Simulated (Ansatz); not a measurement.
Stepwise reaction of `[SiH3][O][Sn][O][SiH3]` with hydrogen fluoride, as a gas-phase model of exchange steps in deposition or etching. ΔE in kJ/mol.

Isolated molecules relaxed with PBE0-D4/def2-TZVP in Ansatz; ΔE leaves out vibrations. CCSD(T)/CBS adds triple-zeta CCSD(T) − MP2 to the extrapolated MP2 energy (def2 sets, frozen cores). This one scheme is used for every species. DFT in def2-TZVPP. B3LYP here is the variant with VWN-RPA as its local correlation; programs differ in this. def2 core potentials past Kr. For Sn outer-core shells are correlated without core-valence functions, which leaves a few kJ/mol of doubt a bond. Each species was taken in one conformer, which may not be the lowest.

```csv
step,reaction,PBE-D4,B3LYP-D4,ωB97M-V,CCSD(T)/CBS
1,`[SiH3][O][Sn][O][SiH3]` + H–F → `[F][Sn][O][SiH3]` + `O[SiH3]`,-24.2,-20.0,-24.2,-14.2
2,`[F][Sn][O][SiH3]` + H–F → `[F][Sn][F]` + `O[SiH3]`,-22.1,-18.5,-20.4,-11.0
```

(1) By hand: ΔE of the 2 steps together at CCSD(T)/CBS.

Answers

(1) (-14.2) + (-11.0) = -25.2 kJ/mol, or -12.6 kJ/mol a step.

In ΔE the steps differ by no more than 3.2 kJ/mol. All are downhill at CCSD(T)/CBS. PBE-D4 differs from CCSD(T)/CBS by -11.1 to -10.0 kJ/mol a step. Isolated molecules leave out the surface, adducts and barriers. Largest T1 diagnostic: 0.017.
